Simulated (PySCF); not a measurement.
Job file and geometry (Å, from GFN2-xTB) of an NMR shielding run on `InChI=1S/C6H10FNSi/c1-2-9-4-5(3-8)6(9)7/h5-6,9H,2,4H2,1H3/t5-,6+,9+/m0/s1`, GIAO PBE0/pcSseg-1 NMR shielding, non-relativistic, gas phase (PySCF 2.14.0, density-fitted response routines); density fitting, a coarse starting grid and PySCF grid level 2 are the driver's defaults:

```
$ OMP_NUM_THREADS=1 python probes_run.py task.json out

{"job": {"kind": "nmr", "xc": "PBE0", "basis": "pcSseg-1"}, "charge": 0, "multiplicity": 1}
C      2.769721     0.977930    -0.258384
C      1.841168     0.026936     0.490264
Si     0.315490    -0.447339    -0.524250
C     -1.201562     0.726279    -0.515841
C     -2.110983    -0.403562     0.031396
C     -2.957932     0.025641     1.109125
N     -3.613406     0.398357     1.968719
C     -1.038983    -1.448306     0.430319
F     -0.816742    -1.475921     1.793980
H      3.131630     0.516516    -1.173585
H      2.252348     1.896141    -0.524331
H      3.629100     1.236339     0.356508
H      2.395353    -0.873917     0.758520
H      1.530177     0.487922     1.430167
H      0.593766    -1.032872    -1.840395
H     -1.124689     1.544368     0.199907
H     -1.560603     1.144999    -1.452707
H     -2.739837    -0.819442    -0.760476
H     -1.303820    -2.470819     0.153373
```

Q: What does the program print?

A: 
```
coarse grid: 16488 points
cycle   1  E = -677.9288616380  dE =  1.052e+00  |g| = 6.715e-01  |ddm| = 3.973e+00
cycle   2  E = -677.7498978940  dE =  1.790e-01  |g| = 1.165e+00  |ddm| = 1.500e+00
cycle   3  E = -678.0165808439  dE = -2.667e-01  |g| = 2.258e-01  |ddm| = 1.022e+00
cycle   4  E = -678.0271349886  dE = -1.055e-02  |g| = 6.731e-02  |ddm| = 2.037e-01
cycle   5  E = -678.0280012507  dE = -8.663e-04  |g| = 1.932e-02  |ddm| = 6.102e-02
cycle   6  E = -678.0280684773  dE = -6.723e-05  |g| = 4.840e-03  |ddm| = 1.738e-02
cycle   7  E = -678.0280732191  dE = -4.742e-06  |g| = 9.210e-04  |ddm| = 4.296e-03
final grid: 155496 points
cycle   8  E = -678.0880403892  dE = -4.158e-05  |g| = 9.137e-03  |ddm| = 3.134e-02
cycle   9  E = -678.0880292593  dE =  1.113e-05  |g| = 1.178e-02  |ddm| = 1.680e-02
cycle  10  E = -678.0880605875  dE = -3.133e-05  |g| = 1.229e-03  |ddm| = 9.193e-03
cycle  11  E = -678.0880608079  dE = -2.204e-07  |g| = 4.996e-04  |ddm| = 1.248e-03
cycle  12  E = -678.0880608485  dE = -4.061e-08  |g| = 2.243e-04  |ddm| = 4.367e-04
cycle  13  E = -678.0880608584  dE = -9.940e-09  |g| = 4.923e-05  |ddm| = 1.761e-04
cycle  14  E = -678.0880608589  dE = -4.893e-10  |g| = 9.721e-06  |ddm| = 5.080e-05
converged SCF energy = -678.0880608589

GIAO shielding tensors (ppm)
atom      isotropic    diamagn.    paramagn.     s11        s22        s33       span
  0 C      178.298     245.480     -67.183    170.591    175.755    188.546     17.955
  1 C      178.779     253.057     -74.279    172.753    180.795    182.788     10.034
  2 Si     355.898     879.993    -524.095    308.280    364.241    395.173     86.893
  3 C      166.671     253.338     -86.667    145.647    160.269    194.097     48.450
  4 C      157.552     257.816    -100.265    137.893    163.101    171.661     33.768
  5 C       64.307     257.943    -193.636    -57.830    -43.830    294.580    352.410
  6 N      -38.917     340.069    -378.986   -212.987   -182.645    278.882    491.869
  7 C       93.311     248.746    -155.434     56.887     86.386    136.661     79.774
  8 F      425.922     472.891     -46.970    372.253    405.913    499.599    127.346
  9 H       30.788      28.355       2.433     25.950     28.890     37.523     11.572
 10 H       30.764      29.705       1.059     25.823     29.982     36.487     10.664
 11 H       30.188      26.854       3.333     24.977     27.467     38.118     13.141
 12 H       30.590      30.732      -0.142     25.230     29.484     37.057     11.828
 13 H       30.218      32.750      -2.532     25.130     29.768     35.755     10.625
 14 H       26.973      29.594      -2.620     23.872     25.739     31.308      7.436
 15 H       29.729      32.685      -2.956     26.493     29.140     33.553      7.060
 16 H       29.787      31.568      -1.781     25.932     27.796     35.633      9.701
 17 H       28.515      29.269      -0.754     25.253     27.038     33.254      8.001
 18 H       26.604      30.853      -4.249     23.119     26.999     29.695      6.577
```

Q: Turn these shieldings into chemical shifts. Referencing at the same level of theory: 13C (186.93 ppm), 29Si (349.16 ppm), 1H (31.72 ppm) against TMS; NH3 for 15N (267.73 ppm); 19F (170.95 ppm) against CFCl3.

A: Averaging equivalent atoms: C 5: 122.6; C 7: 93.6; C 4: 29.4; C 3: 20.3; C 0: 8.6; C 1: 8.1; Si 2: -6.7; N 6: 306.6; F 8: -255.0; H 18: 5.11; H 14: 4.74; H 17: 3.20; H 15: 1.99; H 16: 1.93; H 13: 1.50; H 9/10/11: 1.14; H 12: 1.13 ppm. Unscaled 19F shifts against computed CFCl3 carry errors that often reach 10 to 50 ppm. Experimental scales use liquid or dissolved standards, which lie at an offset from isolated NH3 (liquid NH3: subtract about 20 ppm). Unscaled 15N shifts of sp2 nitrogen come out 20 to 40 ppm too high even then.

Size and cost of the density-fitted run: 210 basis functions, 32 s wall time on 1 thread of an Arm Neoverse V2, shared host; peak memory 0.94 GiB.
